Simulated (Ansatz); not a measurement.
# Ligand exchange: CF4 + SiH3(GeH3) → SiH3(CF3) + GeH3F

Species: CF4 `FC(F)(F)F`, singlet; SiH3(GeH3), singlet; SiH3(CF3), singlet; GeH3F (fluorogermane) `[F][GeH3]`, singlet. The partners trade F for SiH3: C–F and Ge–SiH3 bonds give way to C–SiH3 and Ge–F.

Shapes, held fixed at every level: PBE0-D4/def2-TZVP. Programs: Ansatz 0.2.0. The zero-point and thermal change to 298 K, harmonic and unscaled (PBE0-D4/def2-TZVP), is -0.8 kJ/mol.

Task: Estimate ΔH(298 K) of this reaction.

Result: The highest level, CCSD(T)/def2-TZVPP, gives ΔH(298 K) = -28.3 kJ/mol; the levels span -39.8 to -11.2. The column of differences is taken from that level and isn't an error. No measured value is set beside it here. Relativity is left out for Ge. Outer-core shells of Ge are correlated, in sets that cover them unevenly.

```json
{"level": "HF/def2-SVP", "kind": "Hartree–Fock", "ΔH(298 K) (kJ/mol)": "-11.2", "less CCSD(T)/def2-TZVPP": "+17.1"}
{"level": "PBE-D4/def2-TZVPP", "kind": "GGA", "ΔH(298 K) (kJ/mol)": "-25.0", "less CCSD(T)/def2-TZVPP": "+3.3"}
{"level": "B3LYP-D4/def2-TZVPP", "kind": "global hybrid", "ΔH(298 K) (kJ/mol)": "-39.8", "less CCSD(T)/def2-TZVPP": "-11.5"}
{"level": "PBE0-D4/def2-TZVPP", "kind": "global hybrid", "ΔH(298 K) (kJ/mol)": "-16.7", "less CCSD(T)/def2-TZVPP": "+11.6"}
{"level": "r2SCAN0-D4/def2-TZVPP", "kind": "global hybrid", "ΔH(298 K) (kJ/mol)": "-17.7", "less CCSD(T)/def2-TZVPP": "+10.6"}
{"level": "wB97M-V/def2-TZVPP", "kind": "range-separated hybrid", "ΔH(298 K) (kJ/mol)": "-33.9", "less CCSD(T)/def2-TZVPP": "-5.6"}
{"level": "CCSD(T)/def2-TZVPP", "kind": "coupled cluster or CI", "ΔH(298 K) (kJ/mol)": "-28.3", "less CCSD(T)/def2-TZVPP": "0.0"}
```
